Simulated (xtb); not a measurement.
xtb input (GFN2-xTB):

```bash
xtb mol.xyz --gfn 2 --sp --chrg 1 --uhf 0
```
mol.xyz:
```
5

Mg    -0.68723302    -0.39657879    -0.55185533
C      0.82702117     0.47724577     0.66410668
H      1.35091169    -0.29807269     1.22862997
H      0.38288599     1.18534381     1.36810077
H      1.55087151     1.00819971     0.04089311
```

Output:

```
           -------------------------------------------------
          |                Calculation Setup                |
           -------------------------------------------------

           -------------------------------------------------
          |                 G F N 2 - x T B                 |
           -------------------------------------------------

        Reference                      10.1021/acs.jctc.8b01176
      * Hamiltonian:
        H0-scaling (s, p, d)           1.850000    2.230000    2.230000
        zeta-weighting                 0.500000
      * Dispersion:
        s8                             2.700000
        a1                             0.520000
        a2                             5.000000
        s9                             5.000000
      * Repulsion:
        kExp                           1.500000    1.000000
        rExp                           1.000000
      * Coulomb:
        alpha                          2.000000
        third order                    shell-resolved
        anisotropic                    true
        a3                             3.000000
        a5                             4.000000
        cn-shift                       1.200000
        cn-exp                         4.000000
        max-rad                        5.000000

          ...................................................
          :                      SETUP                      :
          :.................................................:
          :  # basis functions                  17          :
          :  # atomic orbitals                  16          :
          :  # shells                            8          :
          :  # electrons                         8          :
          :  max. iterations                   250          :
          :  Hamiltonian                  GFN2-xTB          :
          :  restarted?                      false          :
          :  GBSA solvation                  false          :
          :  PC potential                    false          :
          :  electronic temp.          300.0000000     K    :
          :  accuracy                    1.0000000          :
          :  -> integral cutoff          0.2500000E+02      :
          :  -> integral neglect         0.1000000E-07      :
          :  -> SCF convergence          0.1000000E-05 Eh   :
          :  -> wf. convergence          0.1000000E-03 e    :
          :  Broyden damping             0.4000000          :
          :  net charge                          1          :
          :  unpaired electrons                  0          :
          ...................................................

 iter      E             dE          RMSdq      gap      omega  full diag
   1     -1.8855395 -0.188554E+01  0.296E+01    3.63       0.0  T
   2     -2.5400972 -0.654558E+00  0.205E+01   13.70       1.0  T
   3     -3.5658374 -0.102574E+01  0.464E+00    3.55       1.0  T
   4     -3.7550051 -0.189168E+00  0.590E+00    3.11       1.0  T
   5     -3.7038907  0.511144E-01  0.485E+00    3.12       1.0  T
   6     -3.6979781  0.591260E-02  0.477E+00    3.09       1.0  T
   7     -3.7364194 -0.384413E-01  0.280E+00    3.00       1.0  T
   8     -3.7346943  0.172506E-02  0.235E+00    3.03       1.0  T
   9     -3.7618168 -0.271225E-01  0.154E+00    2.96       1.0  T
  10     -3.7773787 -0.155619E-01  0.623E-01    2.93       1.0  T
  11     -3.7797920 -0.241324E-02  0.257E-01    2.93       1.0  T
  12     -3.7800132 -0.221227E-03  0.149E-01    2.93       1.0  T
  13     -3.7800115  0.165218E-05  0.672E-02    2.93       1.0  T
  14     -3.7800136 -0.202928E-05  0.485E-02    2.93       1.0  T
  15     -3.7800268 -0.132182E-04  0.270E-03    2.93      16.6  T
  16     -3.7800268  0.105933E-07  0.220E-03    2.93      20.3  T
  17     -3.7800268 -0.284041E-07  0.266E-04    2.93     168.4  T
  18     -3.7800268 -0.363796E-09  0.552E-05    2.93     810.4  T

   *** convergence criteria satisfied after 18 iterations ***

         #    Occupation            Energy/Eh            Energy/eV
      -------------------------------------------------------------
         1        2.0000           -0.8164679             -22.2172
         2        2.0000           -0.6968905             -18.9634
         3        2.0000           -0.6968905             -18.9634
         4        2.0000           -0.6559598             -17.8496 (HOMO)
         5                         -0.5482609             -14.9189 (LUMO)
         6                         -0.3424272              -9.3179
         7                         -0.3424272              -9.3179
         8                         -0.3225846              -8.7780
         9                         -0.2427507              -6.6056
       ...                                ...                  ...
        16                          0.3345362               9.1032
      -------------------------------------------------------------
                  HL-Gap            0.1076989 Eh            2.9306 eV
             Fermi-level           -0.6021104 Eh          -16.3843 eV

 SCC (total)                   0 d,  0 h,  0 min,  0.005 sec
 SCC setup                      ...        0 min,  0.000 sec (  4.765%)
 Dispersion                     ...        0 min,  0.000 sec (  1.241%)
 classical contributions        ...        0 min,  0.000 sec (  0.559%)
 integral evaluation            ...        0 min,  0.001 sec ( 12.517%)
 iterations                     ...        0 min,  0.003 sec ( 63.915%)
 molecular gradient             ...        0 min,  0.001 sec ( 14.636%)
 printout                       ...        0 min,  0.000 sec (  2.065%)

         :::::::::::::::::::::::::::::::::::::::::::::::::::::
         ::                     SUMMARY                     ::
         :::::::::::::::::::::::::::::::::::::::::::::::::::::
         :: total energy              -3.727021578631 Eh    ::
         :: gradient norm              0.017415203201 Eh/a0 ::
         :: HOMO-LUMO gap              2.930637467568 eV    ::
         ::.................................................::
         :: SCC energy                -3.780026761474 Eh    ::
         :: -> isotropic ES            0.136745008689 Eh    ::
         :: -> anisotropic ES         -0.015356995694 Eh    ::
         :: -> anisotropic XC          0.001033166429 Eh    ::
         :: -> dispersion             -0.001151634715 Eh    ::
         :: repulsion energy           0.053005182844 Eh    ::
         :: add. restraining           0.000000000000 Eh    ::
         :: total charge               1.000000000000 e     ::
         :::::::::::::::::::::::::::::::::::::::::::::::::::::

           -------------------------------------------------
          |                Property Printout                |
           -------------------------------------------------

    * Orbital Energies and Occupations

         #    Occupation            Energy/Eh            Energy/eV
      -------------------------------------------------------------
         1        2.0000           -0.8164679             -22.2172
         2        2.0000           -0.6968905             -18.9634
         3        2.0000           -0.6968905             -18.9634
         4        2.0000           -0.6559598             -17.8496 (HOMO)
         5                         -0.5482609             -14.9189 (LUMO)
         6                         -0.3424272              -9.3179
         7                         -0.3424272              -9.3179
         8                         -0.3225846              -8.7780
         9                         -0.2427507              -6.6056
        10                         -0.2427507              -6.6056
        11                         -0.2227871              -6.0623
Note: The following floating-point exceptions are signalling: IEEE_UNDERFLOW_FLAG IEEE_DENORMAL
normal termination of xtb
        12                         -0.2227871              -6.0623
        13                         -0.0431652              -1.1746
        14                          0.0066727               0.1816
        15                          0.0066727               0.1816
        16                          0.3345362               9.1032
      -------------------------------------------------------------
                  HL-Gap            0.1076989 Eh            2.9306 eV
             Fermi-level           -0.6021104 Eh          -16.3843 eV

     #   Z          covCN         q      C6AA      α(0)
     1  12 Mg       0.799     0.596   333.390    55.416
     2   6 C        3.569    -0.162    24.590     7.217
     3   1 H        0.925     0.189     1.158     1.683
     4   1 H        0.925     0.189     1.158     1.683
     5   1 H        0.925     0.189     1.158     1.683

 Mol. C6AA /au·bohr⁶  :        637.330603
 Mol. C8AA /au·bohr⁸  :      41612.054561
 Mol. α(0) /au        :         67.680764

Wiberg/Mayer (AO) data.
largest (>0.10) Wiberg bond orders for each atom

 ---------------------------------------------------------------------------
     #   Z sym  total        # sym  WBO       # sym  WBO       # sym  WBO
 ---------------------------------------------------------------------------
     1  12 Mg   1.562 --     2 C    1.312
     2   6 C    3.956 --     1 Mg   1.312     3 H    0.881     5 H    0.881
                             4 H    0.881
     3   1 H    0.964 --     2 C    0.881
     4   1 H    0.964 --     2 C    0.881
     5   1 H    0.964 --     2 C    0.881
 ---------------------------------------------------------------------------

Topologies differ in total number of bonds
Writing topology from bond orders to xtbtopo.mol

molecular dipole:
                 x           y           z       tot (Debye)
 q only:        0.143       0.083       0.115
   full:       -0.551      -0.318      -0.442       1.968
molecular quadrupole (traceless):
                xx          xy          yy          xz          yz          zz
 q only:        1.275       2.159      -1.221       3.005       1.734      -0.054
  q+dip:        2.389       4.046      -2.288       5.630       3.249      -0.101
   full:        1.492       2.527      -1.429       3.516       2.029      -0.063

           -------------------------------------------------
          | TOTAL ENERGY               -3.727021578631 Eh   |
          | GRADIENT NORM               0.017415203201 Eh/α |
          | HOMO-LUMO GAP               2.930637467568 eV   |
           -------------------------------------------------

------------------------------------------------------------------------
------------------------------------------------------------------------
 total:
 SCF:
```

This state (charge 1, singlet) is run at the relaxed geometry of the species with charge 0 and multiplicity 2.
